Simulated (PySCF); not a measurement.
PySCF job for Cl2FGeH3Si, SMILES F[Si](Cl)(Cl)[GeH3], TDA-PBE/def2-SVPD. Geometry: B3LYP-D3(BJ)/def2-SVP. The structure was generated by enumeration, and PubChem lists no compound with its InChIKey, so it may never have been made.

```python
import numpy as np
from pyscf import gto, scf, dft, tdscf

mol = gto.M(
    atom='''
    F     0.84423729   -1.88823070    0.00000001
    Si    0.54430661   -0.29535734   -0.00000000
    Cl    1.44258009    0.49283968   -1.68143280
    Cl    1.44258008    0.49283968    1.68143280
    Ge   -1.79397381    0.11678796   -0.00000000
    H    -2.42223541   -0.50206139   -1.26120994
    H    -2.42223542   -0.50206138    1.26120994
    H    -2.01451844    1.63943810   -0.00000000
    ''',
    basis='def2-SVPD',
    charge=0,
    spin=0,
    symmetry=True,
    max_memory=1600,
    verbose=4,
)
mf = dft.RKS(mol, xc='pbe').density_fit(auxbasis='def2-universal-jkfit')
mf.grids.level = 3
mf.conv_tol = 1e-9
mf.max_cycle = 100
mf.kernel()
mf.grids = dft.Grids(mol).set(level=1).build(with_non0tab=True)  # coarser grid for the response kernel
td = tdscf.TDA(mf)
td.singlet = True
td.nstates = 10
td.conv_tol = 1e-4
td.positive_eig_threshold = 1e-6
td.kernel(x0=td.get_init_guess(mf, 15))
td.analyze()
tt = tdscf.TDA(mf)
tt.singlet = False
tt.nstates = 4
tt.conv_tol = 1e-4
tt.positive_eig_threshold = 1e-6
tt.kernel(x0=tt.get_init_guess(mf, 9))
tt.analyze(verbose=3)
```

It prints:

```
PySCF version 2.14.0

[INPUT] verbose = 4
[INPUT] num. atoms = 8
[INPUT] num. electrons = 92
[INPUT] charge = 0
[INPUT] spin (= nelec alpha-beta = 2S) = 0
[INPUT] symmetry True subgroup None
[INPUT] Mole.unit = angstrom
[INPUT] Symbol           X                Y                Z      unit          X                Y                Z       unit  Magmom
[INPUT]  1 F      0.844237290000  -1.888230700000   0.000000010000 AA    1.595377262245  -3.568238882996   0.000000018897 Bohr   0.0
[INPUT]  2 Si     0.544306610000  -0.295357340000   0.000000000000 AA    1.028590420690  -0.558144481480   0.000000000000 Bohr   0.0
[INPUT]  3 Cl     1.442580090000   0.492839680000  -1.681432800000 AA    2.726081282850   0.931332018518  -3.177447488861 Bohr   0.0
[INPUT]  4 Cl     1.442580080000   0.492839680000   1.681432800000 AA    2.726081263953   0.931332018518   3.177447488861 Bohr   0.0
[INPUT]  5 Ge    -1.793973810000   0.116787960000   0.000000000000 AA   -3.390119175543   0.220697259047   0.000000000000 Bohr   0.0
[INPUT]  6 H     -2.422235410000  -0.502061390000  -1.261209940000 AA   -4.577361534124  -0.948758524818  -2.383341372179 Bohr   0.0
[INPUT]  7 H     -2.422235420000  -0.502061380000   1.261209940000 AA   -4.577361553021  -0.948758505921   2.383341372179 Bohr   0.0
[INPUT]  8 H     -2.014518440000   1.639438100000   0.000000000000 AA   -3.806888124486   3.098089007177   0.000000000000 Bohr   0.0

nuclear repulsion = 622.716760788434
point group symmetry = Cs
symmetry origin: [-3.08107519e-09  2.25945510e-09  1.84864514e-09]
symmetry axis x: [ 1.00000000e+00 -5.26649375e-10 -2.20729026e-09]
symmetry axis y: [-5.26649381e-10 -1.00000000e+00 -2.90757143e-09]
symmetry axis z: [-2.20729025e-09  2.90757102e-09 -1.00000000e+00]
num. orbitals of irrep A' = 100
num. orbitals of irrep A" = 63
number of shells = 67
number of NR pGTOs = 275
number of NR cGTOs = 163
basis = def2-SVPD
ecp = {}


[settings echo left out]
init E= -3386.73264794425
HOMO (A') = -0.296797646497581  LUMO (A') = -0.0635513083530563  gap/eV = 6.34696
cycle= 1 E= -3386.98580006196  delta_E= -0.253  |g|= 0.738  |ddm|= 3.64
HOMO (A") = -0.259360087108183  LUMO (A') = -0.0777427938602626  gap/eV = 4.94206
cycle= 2 E= -3386.71391697884  delta_E= 0.272  |g|= 1.46  |ddm|= 1.92
HOMO (A') = -0.274015632423794  LUMO (A') = -0.0516867554280798  gap/eV = 6.04988
cycle= 3 E= -3387.06005206356  delta_E= -0.346  |g|= 0.249  |ddm|= 1.36
HOMO (A') = -0.278650810446956  LUMO (A') = -0.0560260524808887  gap/eV = 6.05793
cycle= 4 E= -3387.06950789343  delta_E= -0.00946  |g|= 0.0455  |ddm|= 0.24
HOMO (A') = -0.282942344418254  LUMO (A') = -0.0592218200200083  gap/eV = 6.08775
cycle= 5 E= -3387.06978970549  delta_E= -0.000282  |g|= 0.0233  |ddm|= 0.083
HOMO (A') = -0.28153835606056  LUMO (A') = -0.0578136949625918  gap/eV = 6.08786
cycle= 6 E= -3387.06996612238  delta_E= -0.000176  |g|= 0.00517  |ddm|= 0.0395
HOMO (A') = -0.28136361013715  LUMO (A') = -0.0577909870567295  gap/eV = 6.08372
cycle= 7 E= -3387.06997272043  delta_E= -6.6e-06  |g|= 0.0012  |ddm|= 0.00951
HOMO (A') = -0.2813654027954  LUMO (A') = -0.0577775411008625  gap/eV = 6.08414
cycle= 8 E= -3387.06997303781  delta_E= -3.17e-07  |g|= 0.000203  |ddm|= 0.00153
HOMO (A') = -0.281363707475654  LUMO (A') = -0.0577742371141596  gap/eV = 6.08418
cycle= 9 E= -3387.06997304802  delta_E= -1.02e-08  |g|= 4.11e-05  |ddm|= 0.00027
HOMO (A') = -0.281366587315249  LUMO (A') = -0.0577761989169656  gap/eV = 6.08420
cycle= 10 E= -3387.06997304849  delta_E= -4.77e-10  |g|= 7.1e-06  |ddm|= 6.34e-05
HOMO (A') = -0.2813660281303  LUMO (A') = -0.0577759393884123  gap/eV = 6.08420
Extra cycle  E= -3387.06997304848  delta_E= 1.55e-11  |g|= 1.08e-05  |ddm|= 2.11e-05
converged SCF energy = -3387.06997304848
tot grids = 39176
Overwritten attributes  positive_eig_threshold  of <class 'pyscf.tdscf.rks.TDA'>


******** <class 'pyscf.tdscf.rks.TDA'> for <class 'pyscf.df.df_jk.DFSymAdaptedRKS'> ********
nstates = 10 singlet
deg_eia_thresh = 1.000e-03
wfnsym = None
conv_tol = 0.0001
eigh lindep = 1e-12
eigh level_shift = 0
eigh max_cycle = 100


Excitation energies (eV)
[6.55420101 6.6736879  6.76695259 6.88296065 6.93615076 7.01175222
 7.11313532 7.22694916 7.27025612 7.2876709 ]

** Singlet excitation energies and oscillator strengths **
Excited State   1:   A'      6.55420 eV    189.17 nm  f=0.2054
      44 -> 49        0.11955
      45 -> 49       -0.13509
      46 -> 47        0.66015
Excited State   2:   A'      6.67369 eV    185.78 nm  f=0.0366
      46 -> 48        0.67793
Excited State   3:   A"      6.76695 eV    183.22 nm  f=0.0005
      45 -> 47       -0.64070
      46 -> 49       -0.27426
Excited State   4:   A"      6.88296 eV    180.13 nm  f=0.0159
      44 -> 47        0.50038
      44 -> 48       -0.16421
      45 -> 47       -0.20648
      46 -> 49        0.40567
Excited State   5:   A"      6.93615 eV    178.75 nm  f=0.0026
      45 -> 48       -0.68301
      46 -> 49        0.15039
Excited State   6:   A"      7.01175 eV    176.82 nm  f=0.0358
      44 -> 47        0.47875
      44 -> 48        0.27206
      45 -> 47        0.11990
      45 -> 48       -0.12408
      46 -> 49       -0.38164
Excited State   7:   A'      7.11314 eV    174.30 nm  f=0.0184
      43 -> 47        0.17338
      44 -> 49       -0.21574
      45 -> 49       -0.63143
Excited State   8:   A'      7.22695 eV    171.56 nm  f=0.0007
      43 -> 47       -0.30396
      46 -> 50        0.60979
Excited State   9:   A'      7.27026 eV    170.54 nm  f=0.0198
      43 -> 47       -0.50592
      44 -> 49        0.24985
      45 -> 49       -0.21275
      46 -> 50       -0.32058
Excited State  10:   A"      7.28767 eV    170.13 nm  f=0.0320
      42 -> 47       -0.11307
      44 -> 48       -0.60668
      45 -> 47        0.12156
      46 -> 49       -0.21195

** Transition electric dipole moments (AU) **
state          X           Y           Z        Dip. S.      Osc.
  1        -1.1244     -0.1226      0.0000      1.2793      0.2054
  2        -0.3967      0.2581     -0.0000      0.2240      0.0366
  3        -0.0000     -0.0000      0.0531      0.0028      0.0005
  4        -0.0000     -0.0000      0.3067      0.0940      0.0159
  5        -0.0000      0.0000      0.1239      0.0153      0.0026
  6         0.0000     -0.0000     -0.4566      0.2085      0.0358
  7         0.2815      0.1615      0.0000      0.1053      0.0184
  8         0.0273      0.0541      0.0000      0.0037      0.0007
  9         0.3098      0.1231     -0.0000      0.1111      0.0198
 10         0.0000      0.0000     -0.4232      0.1791      0.0320

** Transition velocity dipole moments (imaginary part, AU) **
state          X           Y           Z        Dip. S.      Osc.
  1        -0.2154      0.0133      0.0000      0.0466      0.1289
  2        -0.1060      0.0050      0.0000      0.0113      0.0306
  3         0.0000      0.0000      0.0430      0.0019      0.0050
  4         0.0000     -0.0000      0.0305      0.0009      0.0025
  5        -0.0000      0.0000      0.0123      0.0002      0.0004
  6         0.0000     -0.0000     -0.0394      0.0016      0.0040
  7         0.0476      0.0277      0.0000      0.0030      0.0077
  8        -0.0068      0.0084      0.0000      0.0001      0.0003
  9         0.0693     -0.0036      0.0000      0.0048      0.0120
 10        -0.0000     -0.0000     -0.0290      0.0008      0.0021

** Transition magnetic dipole moments (imaginary part, AU) **
state          X           Y           Z
  1         0.0000      0.0000     -0.1395
  2         0.0000      0.0000      0.5141
  3        -0.1755      0.2592     -0.0000
  4         0.0215     -0.4984      0.0000
  5         0.0574      0.1067     -0.0000
  6         0.0206      0.4871      0.0000
  7        -0.0000      0.0000      0.0397
  8        -0.0000     -0.0000     -0.2012
  9        -0.0000      0.0000      0.1978
 10        -0.1426      0.2157      0.0000


******** <class 'pyscf.tdscf.rks.TDA'> for <class 'pyscf.df.df_jk.DFSymAdaptedRKS'> ********
nstates = 4 triplet
deg_eia_thresh = 1.000e-03
wfnsym = None
conv_tol = 0.0001
eigh lindep = 1e-12
eigh level_shift = 0
eigh max_cycle = 100


Excitation energies (eV)
[5.77846495 6.09786179 6.10019756 6.42976588]

** Triplet excitation energies and oscillator strengths **
Excited State   1:   A'      5.77846 eV    214.56 nm  f=0.0000
Excited State   2:   A"      6.09786 eV    203.32 nm  f=0.0000
Excited State   3:   A'      6.10020 eV    203.25 nm  f=0.0000
Excited State   4:   A"      6.42977 eV    192.83 nm  f=0.0000
```

The calculation finished and met its thresholds.

Cost: roughly 40 core-seconds.
